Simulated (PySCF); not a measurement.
Basis and Hamiltonian dependence of the excitation energy of Ti²⁺

Ti²⁺ [Ar] 3d2 (3F) → Ti²⁺ [Ar] 3d1 4s1 (3D). Calculated with PySCF 2.14 from differences of total energies of unrestricted determinants, without spin-orbit coupling. Values in eV.

```
                                                               basis       Hamiltonian  functions    UHF    PBE   PBE0  MP2 (valence)  CCSD(T) (valence)  CCSD(T) (valence and next inner shell)
                                                        ANO-RCC-VTZP     spin-free X2C         59  4.595  4.871  4.961          4.632              4.636                                   4.502
                                                         aug-cc-pVDZ  non-relativistic         59  5.106  5.486  5.562          5.125              5.127                                     n/a
                                                      aug-cc-pVDZ-DK     spin-free X2C         59  4.811  5.206  5.276          4.829              4.831                                     n/a
                                                        x2c-TZVPPall     spin-free X2C         64  4.656  5.012  5.084          4.690              4.698                                   4.543
   x2c-TZVPPall with one added diffuse shell each of s, p, d, f type     spin-free X2C         80  4.638  4.985  5.058          4.671              4.679                                   4.519
                                                         def2-QZVPPD  non-relativistic         93  4.848  5.166  5.242          4.890              4.896                                   4.762
                                                      aug-cc-pVTZ-DK     spin-free X2C         93  4.546  4.843  4.923          4.579              4.586                                     n/a
                                                         aug-cc-pVTZ  non-relativistic         93  4.821  5.118  5.199          4.856              4.862                                     n/a
                                                          dyall-av2z  non-relativistic        101  4.923  5.293  5.363          4.959              4.967                                     n/a
 aug-cc-pVTZ with one added diffuse shell each of s, p, d, f, g type  non-relativistic        118  4.821  5.117  5.199          4.855                n/a                                     n/a
x2c-QZVPPall with one added diffuse shell each of s, p, d, f, g type     spin-free X2C        121  4.568  4.886  4.961          4.609                n/a                                     n/a
                                                       aug-cc-pwCVTZ  non-relativistic        127  4.830  5.114  5.197          4.874                n/a                                     n/a
                                                    aug-cc-pwCVTZ-DK     spin-free X2C        127  4.554  4.839  4.921          4.598                n/a                                     n/a
                                                      aug-cc-pVQZ-DK     spin-free X2C        140  4.558  4.840  4.923          4.600                n/a                                     n/a
```

Frozen in the all-electron rows: valence: [Ar]; valence and next inner shell: [Ne].

Non-relativistic rows lack the scalar-relativistic shift.
